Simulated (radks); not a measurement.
Task: The mean radii <r> (bohr) of the occupied orbitals of an atom or ion are listed with their occupations. All-electron calculation, Dirac Kohn-Sham, exchange-only PBE, spin-unpolarised, spherical densities, finite nucleus; Fermi nuclear charge, rms radius of each element as measured or else 0.836 A^(1/3) + 0.57 fm. Program: a radial shooting solver on a logarithmic mesh with Libxc functionals.

orbital  occ.      <r>
1s1/2       2  0.01804
2s1/2       2  0.07555
2p1/2       2  0.06243
2p3/2       4  0.07049
3s1/2       2   0.1948
3p1/2       2   0.1848
3p3/2       4   0.1989
3d3/2       4   0.1735
3d5/2       6   0.1778
4s1/2       2   0.3977
4p1/2       2   0.3947
4p3/2       4   0.4161
4d3/2       1   0.4052

Name the element and its charge. Open shells, if any, fill j = l - 1/2 first.

Result: Z = 75, rhenium, charge +38: Re38+ in [Kr] 4d1. The 1s radius gives Z: for a bare nucleus <r> = (2 gamma + 1)/(2Z) with gamma = sqrt(1 - (Z/c)^2), 0.01783 bohr for Z = 75, and screening makes it slightly larger (0.01804 here). The occupations add up to 37, and the charge is Z minus that.
